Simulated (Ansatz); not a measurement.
Cu(NH3)(SiH3) (CuSiNH₆). Charge 0, multiplicity 3. Geometry PBE0-D4/def2-TZVP, that of the neutral singlet; atoms count from 1.

```xyz
9

Cu   -0.133   -0.088    0.120
N    -1.469   -0.970    1.331
H    -1.642   -0.410    2.160
H    -1.144   -1.880    1.640
H    -2.359   -1.106    0.863
Si    1.375    0.908   -1.246
H     1.780    0.085   -2.434
H     2.678    1.257   -0.589
H     0.914    2.204   -1.845
```

At PBE0-D4/def2-TZVP a singlet of charge 0 lies 4.24 eV below the triplet at the same geometry.

(1) Estimate the Mulliken populations from the PBE0/def2-TZVP orbitals of Ansatz.

(2) Where does the spin sit?

(3) And the Mayer bond orders between bonded heavy atoms (over 0.3)?

## Answers

(1) 
```csv
atom,charge (e),spin (α − β),d electrons
Cu1,-0.57,1.61,9.59
N2,-0.19,-0.33,–
H3,0.18,0.12,–
H4,0.18,0.12,–
H5,0.18,0.12,–
Si6,0.23,0.30,–
H7,0.00,0.02,–
H8,0.00,0.02,–
H9,0.00,0.02,–
```
Mulliken values and Mayer orders depend strongly on the basis.

(2) Summed by element: Cu 1.61, N -0.33, H 0.42, Si 0.30, of 2 unpaired in all. Largest on single atoms: Cu1 1.61, N2 -0.33, Si6 0.30.

(3) Cu1–Si6 0.36 (2.27 Å).
